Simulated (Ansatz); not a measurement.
Problem. Name a neutral molecule of B, C, O, S, Si and H with LUMO energy (PBE0/def2-TZVPP) between -1.40 and -1.10 eV and size of the dipole moment (PBE/def2-TZVPP) between 1.10 and 1.40 D (Ansatz, PBE0-D4/def2-TZVP geometry).

Solution. `O[SiH2]CBS` (-1.11 eV, 1.34 D). Other molecules can fit too; these were computed, each in one conformer that needn't be the lowest.
